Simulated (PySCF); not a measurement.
## Radial density of K¹⁸⁺ (potassium, charge +18)

UHF, 1s1, 2S determinant. All numbers are calculated (PySCF 2.14, scalar relativity by spin-free X2C-1e, in an even-tempered Gaussian basis (17 s from 14 bohr⁻², ratio 2.2; 7 p from 21 bohr⁻², ratio 2.4; 4 d from 63 bohr⁻², ratio 2.4; 3 f from 94 bohr⁻², ratio 2.4; 3 g from 140 bohr⁻², ratio 2.4)).

```
r (bohr)  4πr²ρ (e/bohr)  4πr²(ρα − ρβ)
 0.00177         0.09726         0.0973
 0.00297          0.2524         0.2524
 0.00500          0.6365         0.6365
 0.00840           1.530         1.5299
  0.0141           3.383         3.3833
  0.0238           6.484         6.4836
  0.0400           9.723         9.7233
  0.0673           9.611         9.6112
   0.113           4.696         4.6957
   0.190          0.6995         0.6995
   0.320         0.01423         0.0142
   0.538       1.045e-05         0.0000
```

Densities and radii are taken from the X2C orbitals without a picture-change correction, which distorts them close to the nucleus.
